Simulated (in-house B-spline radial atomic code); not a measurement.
What moves the levels of Pt ([Xe] 4f14 5d9 6s1)? Computed with a radial B-spline atomic code at the basis-set limit: Dirac-Hartree-Fock, average of the jj configuration, Fermi nucleus of rms radius 5.3728 fm.

Baseline run (computed): total energy -18434.9575 hartree, 1s1/2 at -2899.868 hartree, 6s1/2 at -7.7193 eV with <r> = 3.142 bohr.

Changing the nucleus:

| nucleus | ΔE (eV) |
| --- | --- |
| Fermi nucleus of rms radius 5.3915 fm, A = 179 | 0.588 |
| Fermi nucleus of rms radius 5.3891 fm, A = 180 | 0.513 |
| Fermi nucleus of rms radius 5.3996 fm, A = 181 | 0.843 |
| Fermi nucleus of rms radius 5.3969 fm, A = 182 | 0.758 |
| Fermi nucleus of rms radius 5.4038 fm, A = 183 | 0.976 |
| Fermi nucleus of rms radius 5.4015 fm, A = 184 | 0.903 |
| Fermi nucleus of rms radius 5.4148 fm, A = 185 | 1.32 |
| Fermi nucleus of rms radius 5.4037 fm, A = 186 | 0.973 |
| Fermi nucleus of rms radius 5.4063 fm, A = 187 | 1.05 |
| Fermi nucleus of rms radius 5.4053 fm, A = 188 | 1.02 |
| Fermi nucleus of rms radius 5.406 fm, A = 189 | 1.05 |
| Fermi nucleus of rms radius 5.4108 fm, A = 190 | 1.2 |
| Fermi nucleus of rms radius 5.4102 fm, A = 191 | 1.18 |
| Fermi nucleus of rms radius 5.4169 fm, A = 192 | 1.39 |
| Fermi nucleus of rms radius 5.4191 fm, A = 193 | 1.46 |
| Fermi nucleus of rms radius 5.4236 fm, A = 194 | 1.6 |
| Fermi nucleus of rms radius 5.427 fm, A = 195 | 1.71 |
| Fermi nucleus of rms radius 5.4307 fm, A = 196 | 1.83 |
| Fermi nucleus of rms radius 5.4383 fm, A = 198 | 2.07 |

A larger nucleus binds the electrons less, roughly as the density at the nucleus times the change of the nuclear <r²>. The reference is A = 178.
